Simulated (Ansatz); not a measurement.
Consider the redistribution: `F[SiH](F)C[O][AlH2]` + `BC#CF` → `FC#[C][AlH2]` + `BOC[SiH](F)F`.

Gas-phase electronic energies from Ansatz, PBE0-D4/def2-TZVP geometries. CBS: MP2 limit from def2 TZ/QZ plus the TZ coupled-cluster correction, frozen cores. DFT in def2-TZVPP. Each species was taken in one conformer, which may not be the lowest.

```
         level  ΔE (kJ/mol)
        B2PLYP        -19.1
           PBE        -17.7
MP2/def2-TZVPP        -23.3
MP2/def2-QZVPP        -21.7
```

What does CCSD(T)/CBS give? (Estimate.)

Computed: -23.3 kJ/mol. The listed levels differ from it by 4.2, 5.6, 0.0, 1.6 kJ/mol.

Largest T1 diagnostic among the species: 0.014.
